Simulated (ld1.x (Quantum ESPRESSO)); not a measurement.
## PBEsol PAW dataset for Au (Z = 79), scalar-relativistic all-electron reference.

ld1.x (Quantum ESPRESSO) 7.5 was run on this input:

```
&input
   title='Au', zed=79., rel=1, dft='PBESOL', iswitch=3,
   config='[Xe] 4f14 5d9 6s2 6p0',
   nld=3, rlderiv=2.75, eminld=-7.0, emaxld=5.0, deld=0.02
 /
 &inputp
   pseudotype=3, lpaw=.true., tm=.true., lloc=-1, rcloc=2.40,
   nlcc=.true.,
   which_augfun='BESSEL', rmatch_augfun=1.60,
   file_pseudopw='Au.UPF', file_wfcaegen='ae.wfc', file_wfcncgen='nc.wfc', file_beta='beta', file_chi='chi', file_wfcusgen='us.wfc'
 /
6
6S  1  0   2.00   0.00  2.05  2.55  0.0
6S  1  0   0.00  -0.15  2.05  2.55  0.0
5P  2  1   6.00   0.00  1.55  1.75  0.0
6P  3  1   0.00   0.00  1.55  1.75  0.0
5D  3  2   9.00   0.00  1.55  2.05  0.0
5D  3  2   0.00  -0.10  1.55  2.05  0.0
 &test
   configts(1)='5p6 5d9 6s2 6p0'
 /
```

Command:

```bash
ld1.x < Au.in > Au.out
```

Resulting log (shortened: banner, matrices, multipoles, cross overlaps and the repeated all-electron block are left out):

```
Program LD1 v.7.5
     --------------------------- All-electron run ----------------------------

     Au
     scalar relativistic calculation

     atomic number is 79.00
     dft =PBESOL   lsd =0 sic =0 latt =0  beta=0.20 tr2=1.0E-14
     Exchange-correlation= PBESOL
                           (   1   4  10   8   0   0   0)
     mesh =1279 r(mesh) = 100.03820 a.u. xmin = -7.00 dx = 0.01250
     1 Ry =  13.60569312 eV, c = 137.03599908

     n l     nl                  e(Ry)          e(Ha)          e(eV)
     1 0     1S 1( 2.00)     -5935.9758     -2967.9879    -80763.0656
     2 0     2S 1( 2.00)     -1047.5348      -523.7674    -14252.4374
     2 1     2P 1( 6.00)      -905.6060      -452.8030    -12321.3978
     3 0     3S 1( 2.00)      -247.4009      -123.7005     -3366.0611
     3 1     3P 1( 6.00)      -206.2450      -103.1225     -2806.1056
     4 0     4S 1( 2.00)       -53.8468       -26.9234      -732.6232
     4 1     4P 1( 6.00)       -40.3532       -20.1766      -549.0331
     3 2     3D 1(10.00)      -162.3017       -81.1508     -2208.2267
     5 0     5S 1( 2.00)        -8.1842        -4.0921      -111.3524
     5 1     5P 1( 6.00)        -4.5974        -2.2987       -62.5508
     4 2     4D 1(10.00)       -24.1656       -12.0828      -328.7900
     4 3     4F 1(14.00)        -6.1905        -3.0953       -84.2262
     5 2     5D 1( 9.00)        -0.6594        -0.3297        -8.9718
     6 0     6S 1( 2.00)        -0.4932        -0.2466        -6.7107
     6 1     6P 1( 0.00)        -0.0774        -0.0387        -1.0532

     final scf error:  7.9E-15 reached in  30 iterations

     Etot =  -38013.107863 Ry,  -19006.553931 Ha, -517194.680231 eV

     Ekin =   42540.512346 Ry,   21270.256173 Ha,  578793.156281 eV
     Encl =  -94594.518881 Ry,  -47297.259440 Ha,-1287023.995009 eV
     Eh   =   14754.635579 Ry,    7377.317789 Ha,  200747.043824 eV
     Exc  =    -713.736907 Ry,    -356.868454 Ha,   -9710.885327 eV

     normalization and overlap integrals

     s(1S/1S) =  1.000000  <r> =   0.0169  <r2> =    0.0004  r(max) =   0.0104
     s(2S/2S) =  1.000000  <r> =   0.0711  <r2> =    0.0060  r(max) =   0.0604
     s(2P/2P) =  1.000000  <r> =   0.0643  <r2> =    0.0050  r(max) =   0.0501
     s(3S/3S) =  1.000000  <r> =   0.1839  <r2> =    0.0387  r(max) =   0.1704
     s(3P/3P) =  1.000000  <r> =   0.1852  <r2> =    0.0398  r(max) =   0.1683
     s(4S/4S) =  1.000000  <r> =   0.4071  <r2> =    0.1870  r(max) =   0.3841
     s(4P/4P) =  1.000000  <r> =   0.4337  <r2> =    0.2138  r(max) =   0.4038
     s(3D/3D) =  1.000000  <r> =   0.1677  <r2> =    0.0329  r(max) =   0.1378
     s(5S/5S) =  1.000000  <r> =   0.9252  <r2> =    0.9604  r(max) =   0.8441
     s(5P/5P) =  1.000000  <r> =   1.0688  <r2> =    1.2925  r(max) =   0.9565
     s(4D/4D) =  1.000000  <r> =   0.4585  <r2> =    0.2429  r(max) =   0.4088
     s(4F/4F) =  1.000000  <r> =   0.4986  <r2> =    0.3013  r(max) =   0.3746
     s(5D/5D) =  1.000000  <r> =   1.5645  <r2> =    2.9327  r(max) =   1.1979
     s(6S/6S) =  1.000000  <r> =   2.7434  <r2> =    8.6479  r(max) =   2.2661
     s(6P/6P) =  1.000000  <r> =   4.5597  <r2> =   25.1688  r(max) =   3.3386

     ------------------------ End of All-electron run ------------------------

     --------------------- Generating PAW atomic setup --------------------

      Generating local potential from pseudized AE potential:
      Matching radius rcloc =   2.4000

      Local pseudo, rcloc= 2.412 Estimated cut-off energy=     4.33 Ry

      Computing core charge for nlcc:

       r > 0.77 : true rho core
       r < 0.77 : rho core = a sin(br)/r    a=  44.26  b=   3.39

      Integrated core pseudo-charge :  14.34
      Wfc-us  6S rcutus= 2.536  Estimated cut-off energy=     7.19 Ry
      Wfc-us  6S rcutus= 2.536  Estimated cut-off energy=     7.81 Ry
      Wfc-us  5P rcutus= 1.743  Estimated cut-off energy=    28.49 Ry
      Wfc-us  6P rcutus= 1.743  Estimated cut-off energy=    52.67 Ry
      Wfc-us  5D rcutus= 2.025  Estimated cut-off energy=    28.64 Ry
      Wfc-us  5D rcutus= 2.025  Estimated cut-off energy=    32.80 Ry

     Required augmentation: BESSEL   radius:    1.600000
     Suggested rho cutoff for augmentation:  37.97 Ry

     Estimated PAW energy = -887.956834 Ryd

     ------------------- End of pseudopotential generation -------------------

     Computing logarithmic derivative in   2.75061
     Computing logarithmic derivative in   2.75061
     Computing the partial wave expansion
     R is outside the sphere for l=    0 j= 0.00
     R is outside the sphere for l=    0 j= 0.00
     R is outside the sphere for l=    1 j= 0.00
     R is outside the sphere for l=    1 j= 0.00
     R is outside the sphere for l=    2 j= 0.00
     R is outside the sphere for l=    2 j= 0.00

     ---------------------- Testing the pseudopotential ----------------------

     Au
     scalar relativistic calculation

     atomic number is 79.00   valence charge is 17.00
     dft = SLA  PW   PSX  PSC   lsd =0 sic =0 latt =0  beta=0.20 tr2=1.0E-14
     mesh =1279 r(mesh) = 100.03820 xmin = -7.00 dx = 0.01250

     n l     nl             e AE (Ry)        e PS (Ry)    De AE-PS (Ry)
     2 1     5P   1( 6.00)       -4.59740       -4.59740       -0.00000
     3 2     5D   1( 9.00)       -0.65941       -0.65941        0.00000
     1 0     6S   1( 2.00)       -0.49323       -0.49323        0.00000
     3 1     6P   1( 0.00)       -0.07741       -0.07741        0.00000

     eps = 8.7E-15  iter =  5

     Etot =  -38013.107863 Ry,  -19006.553931 Ha, -517194.680231 eV
     Etotps =  -887.956828 Ry,    -443.978414 Ha,  -12081.268103 eV

     Ekin =     367.174102 Ry,     183.587051 Ha,    4995.658155 eV
     Encl =    -717.591602 Ry,    -358.795801 Ha,   -9763.331129 eV
     Ehrt =     176.197585 Ry,      88.098792 Ha,    2397.290270 eV
     Ecxc =    -713.736912 Ry,    -356.868456 Ha,   -9710.885399 eV
     (Ecc =     -36.514779 Ry,     -18.257389 Ha,    -496.808875 eV)

     ---------------------- End of pseudopotential test ----------------------
```

Generation and configuration tests took about 3.3 s on one core of a shared server CPU.

Transferability test of the new file with ld1.x, input:

```
&input
   title='Au', zed=79., rel=1, dft='PBESOL', iswitch=2,
   config='[Xe] 4f14 5d9 6s2 6p0'
 /
 &test
   file_pseudo='Au.UPF', nconf=8,
   configts(1)='5p6 5d9 6s2 6p0',
   configts(2)='5p6 5d10 6s1 6p0',
   configts(3)='5p6 5d10 6s0 6p0',
   configts(4)='5p6 5d9 6s0 6p0',
   configts(5)='5p6 5d7 6s0 6p0',
   configts(6)='5p6 5d8 6s0 6p0',
   configts(7)='5p6 5d9 6s1 6p0',
   configts(8)='5p5 5d10 6s1 6p0'
 /
```

```bash
ld1.x < Au.test.in > Au.test.out
```

Pseudopotential blocks of its output, shortened (energy terms left out; the distinct warnings before each block abridged to one line each):

```
     ---------------------- Testing the pseudopotential ----------------------

     n l     nl             e AE (Ry)        e PS (Ry)    De AE-PS (Ry)
     2 1     5P   1( 6.00)       -4.59740       -4.59740       -0.00000
     3 2     5D   1( 9.00)       -0.65941       -0.65941        0.00000
     1 0     6S   1( 2.00)       -0.49323       -0.49323        0.00000
     3 1     6P   1( 0.00)       -0.07741       -0.07741        0.00000

     eps = 8.6E-15  iter =  5

     Etot =  -38013.107863 Ry,  -19006.553931 Ha, -517194.680231 eV
     Etotps =  -887.956828 Ry,    -443.978414 Ha,  -12081.268103 eV

     ---------------------- End of pseudopotential test ----------------------

          ---------------------- Testing the pseudopotential ----------------------

     n l     nl             e AE (Ry)        e PS (Ry)    De AE-PS (Ry)
     2 1     5P   1( 6.00)       -4.39553       -4.39523       -0.00029
     3 2     5D   1(10.00)       -0.50724       -0.50716       -0.00008
     1 0     6S   1( 1.00)       -0.42628       -0.42619       -0.00009
     3 1     6P   1( 0.00)       -0.05160       -0.05167        0.00007

     eps = 4.6E-15  iter = 10

     Etot =  -38013.230814 Ry,  -19006.615407 Ha, -517196.353068 eV
     Etotps =  -888.079700 Ry,    -444.039850 Ha,  -12082.939870 eV
     dEtot_ae =      -0.122951 Ry
     dEtot_ps =      -0.122873 Ry,   Delta E=      -0.000079 Ry

     ---------------------- End of pseudopotential test ----------------------

          Warning: n=2, l=1 expected 0 nodes, found 1
     ---------------------- Testing the pseudopotential ----------------------

     n l     nl             e AE (Ry)        e PS (Ry)    De AE-PS (Ry)
     2 1     5P   1( 6.00)       -5.02497       -5.02381       -0.00116
     3 2     5D   1(10.00)       -1.12868       -1.12829       -0.00039
     1 0     6S   1( 0.00)       -0.97196       -0.97242        0.00046
     3 1     6P   1( 0.00)       -0.48608       -0.48624        0.00016

     eps = 1.9E-15  iter =  9

     Etot =  -38012.537066 Ry,  -19006.268533 Ha, -517186.914143 eV
     Etotps =  -887.385586 Ry,    -443.692793 Ha,  -12073.495963 eV
     dEtot_ae =       0.570797 Ry
     dEtot_ps =       0.571242 Ry,   Delta E=      -0.000445 Ry

     ---------------------- End of pseudopotential test ----------------------

          ---------------------- Testing the pseudopotential ----------------------

     n l     nl             e AE (Ry)        e PS (Ry)    De AE-PS (Ry)
     2 1     5P   1( 6.00)       -5.97702       -5.97721        0.00018
     3 2     5D   1( 9.00)       -2.01124       -2.01114       -0.00009
     1 0     6S   1( 0.00)       -1.67248       -1.67250        0.00002
     3 1     6P   1( 0.00)       -1.06545       -1.06547        0.00002

     eps = 1.4E-15  iter =  9

     Etot =  -38010.976112 Ry,  -19005.488056 Ha, -517165.676280 eV
     Etotps =  -885.824711 Ry,    -442.912356 Ha,  -12052.259181 eV
     dEtot_ae =       2.131751 Ry
     dEtot_ps =       2.132116 Ry,   Delta E=      -0.000365 Ry

     ---------------------- End of pseudopotential test ----------------------
```

The test run then stopped with an error in new_paw_hamiltonian: “negative rho”.
